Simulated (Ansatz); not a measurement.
Program: Ansatz. Geometries: PBE0-D4/def2-TZVP. ΔE: electronic, gas phase. CCSD(T)/CBS is the MP2 limit (def2-TZVPP, def2-QZVPP) plus CCSD(T) − MP2 in def2-TZVPP, frozen cores. DFT in def2-TZVPP. HSE06 is defined as in plane-wave codes. Elements past krypton have def2 core potentials. For Br, In outer-core shells are correlated without core-valence functions, which leaves a few kJ/mol of doubt a bond. Scalar relativity is left out up to krypton. One conformer a species, not always the lowest.

Consider the ligand exchange at the Si–O bond: `NB(Cl)O[SiH3]` + `[OH][InH][Br]` → `[SiH3][O][InH][Br]` + `NB(O)Cl`.

(1) Is it downhill or uphill in electronic energy at CCSD(T)/CBS, and by how much? (Estimate.)

(2) What do these levels give: r2SCAN, r2SCANh, HSE06, BHLYP, CCSD(T)/def2-SVP, MP2/def2-TZVPP? (Best estimate.)

Largest T1 diagnostic among the species: 0.014.

Results:

(1) Ansatz gave: Downhill: ΔE = -27.1 kJ/mol.

(2) Computed: r2SCAN -27.0, r2SCANh -27.6, HSE06 -26.7, BHLYP -26.7, CCSD(T)/def2-SVP -38.7, MP2/def2-TZVPP -28.9 kJ/mol.

Leaving LDA and LC-ωPBE aside and taking each functional with its dispersion term where it has one, the values, not all of them listed here, spread over 7.4 kJ/mol, from PBE-QIDH to BLYP-D4. From BLYP to BHLYP (50 % exact exchange), in def2-TZVPP and without D4, ΔE moves by −4.9 kJ/mol. At CCSD(T), def2-SVP lies −11.6 kJ/mol from the extrapolated value and def2-TZVPP −1.3 kJ/mol.
